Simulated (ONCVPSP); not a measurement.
**Logarithmic derivatives: erbium, ONCV**

- Element: Er (Z = 68)
- Generator: ONCVPSP 4.0.1
- Type: optimised norm-conserving Vanderbilt (ONCV)
- Functional: LDA (Perdew-Wang 92)
- Relativity: scalar-relativistic
- Frozen core: [Kr] 4d10
- Valence charge: 22
- Reference configuration: 4f12 5s2 5p6 6s1.75 6p0.25
- Partial waves: 5s+6s: rc 1.70 bohr, ncon 4, nbas 8, qcut 5.4 1/bohr, 2 projectors; 5p+6p: rc 2.70 bohr, ncon 4, nbas 7, qcut 4.3 1/bohr, 2 projectors; d scattering state at 0.25 Ha: rc 2.50 bohr, ncon 4, nbas 7, qcut 3.7 1/bohr, 2 projectors, debl 2.6 Ha; 4f: rc 1.10 bohr, ncon 4, nbas 9, qcut 17.9 1/bohr, 1 projector
- Local potential: polynomial inside 0.70 bohr (lpopt 5, dvloc0 3 Ha)
- Core correction: Teter function, fcfact 5.5, rcfact 1.8

In the d channel the program set the typed energies aside and used 0.050, 2.650 Ha.

The phase is arctan(r·R′/R) of the radial function R(r), unwrapped; energies in Ha, scanned from -3 to 5 Ha. A pole is an energy at which the radial function vanishes at the test radius. The pseudo phase is shifted by a multiple of π to meet the all-electron one at the reference energy, and phase errors are pseudo minus all-electron; the curves can meet again beyond the range given. Levels narrower than the energy grid can be missing from the lists of poles. Where the grid stepped over a known ghost or core level, its pole and its step of π were put in at the level’s energy.

**Question.** For each channel, where are the poles, and over which energies does the pseudopotential scatter like the atom?

**Answer.**

| channel | radius (bohr) | reference energy (Ha) | poles, all-electron | poles, pseudo | unbroken range about the reference energy with phases within 0.05 rad | phase error 1 Ha above the reference energy (rad) |
| --- | --- | --- | --- | --- | --- | --- |
| s | 1.72 | -0.16 | -1.07 | -1.07 | the whole range | -0.000 |
| p | 2.75 | -0.05 | -0.90, 2.18 | -2.44, -0.90, 2.17 | -2.4 to 3.7 | -0.000 |
| d | 2.54 | 0.05 | 0.60, 4.31 | -0.25, 0.60, 4.35 | above -0.2 | +0.001 |
| f | 1.11 | -0.14 | 0.95 | 0.98 | below 3.0 | +0.006 |

Note: ghosts flagged at negative energy: s at -483.8 eV, p at -66.3 eV, d at -6.5 eV; no localised positive-energy state flagged. A true bound ghost makes a file unfit for plane-wave use.

Phases in the p channel:

```csv
E (Ha),all-electron,pseudo
-2.98,1.379,4.521
-2.76,1.368,4.510
-2.54,1.355,4.496
-2.32,1.338,1.338
-2.10,1.316,1.316
-1.88,1.287,1.287
-1.66,1.241,1.241
-1.44,1.152,1.152
-1.22,0.827,0.827
-1.00,-1.298,-1.298
-0.78,-1.699,-1.699
-0.56,-1.831,-1.831
-0.34,-1.948,-1.948
-0.12,-2.112,-2.112
0.10,-2.420,-2.420
0.32,-3.071,-3.071
0.54,-3.832,-3.832
0.76,-4.223,-4.223
0.98,-4.408,-4.409
1.20,-4.512,-4.513
1.42,-4.580,-4.580
1.64,-4.628,-4.629
1.86,-4.666,-4.667
2.08,-4.699,-4.700
2.30,-4.728,-4.729
2.52,-4.757,-4.758
2.74,-4.787,-4.790
2.96,-4.821,-4.826
3.18,-4.864,-4.872
3.40,-4.925,-4.940
3.62,-5.024,-5.058
3.84,-5.227,-5.331
4.06,-5.796,-6.172
4.28,-6.882,-7.151
4.50,-7.373,-7.478
4.72,-7.554,-7.610
4.94,-7.643,-7.681
```
